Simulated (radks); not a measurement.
Species: Sc+. Configuration: [Ar] 3d1 4s1. Calculated with a radial shooting solver on a logarithmic mesh with Libxc functionals: Dirac Kohn-Sham, LDA (Slater exchange, Perdew-Wang correlation), spin-unpolarised, spherical densities, point nucleus; open shells are shared between the two j in proportion to 2j + 1.

Spin-orbit splittings of the eigenvalues, e(l+1/2) - e(l-1/2), with zeta = 2 splitting/(2l+1) and mean radii in bohr:

| shell | occ. | splitting (eV) | zeta (eV) | <r> j=l-1/2 | <r> j=l+1/2 |
|---|---|---|---|---|---|
| 2p | 6 | 4.630 | 3.086 | 0.3064 | 0.3090 |
| 3p | 6 | ? | ? | 1.163 | 1.172 |
| 3d | 1 | 0.03337 | 0.01335 | 1.695 | 1.699 |

Estimate the 3p splitting.

Answer. 0.5169 eV (zeta = 0.3446 eV).
